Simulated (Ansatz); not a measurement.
Reaction (ligand exchange at the In–I bond): `[InH2][I]` + HCl → `[Cl][InH2]` + HI

Isolated molecules relaxed with PBE0-D4/def2-TZVP in Ansatz; ΔE leaves out vibrations. CBS: MP2 limit from def2 TZ/QZ plus the TZ coupled-cluster correction, frozen cores. This one scheme is used for every species. def2 core potentials past Kr. For I, In outer-core shells are correlated without core-valence functions, which leaves a few kJ/mol of doubt a bond.

| species | HF/def2-SVP energy (Eh) |
| --- | --- |
| `[InH2][I]` | -487.05813 |
| HCl | -459.93826 |
| `[Cl][InH2]` | -649.75536 |
| HI | -297.23153 |

Problem. Work out ΔE.

Solution. ΔE = (-649.75536) + (-297.23153) − (-487.05813) − (-459.93826) = 0.00950 Eh = +0.26 eV. CCSD(T)/CBS gives +0.31 eV.

Largest T1 diagnostic among the species: 0.014.

From r2SCAN to r2SCAN0 (25 % exact exchange), in def2-TZVPP and without D4, ΔE moves by +0.03 eV. Leaving LDA and LC-ωPBE aside and taking each functional with its dispersion term where it has one, the values, not all of them listed here, spread over 0.14 eV, from B97M-V to PBE-QIDH.
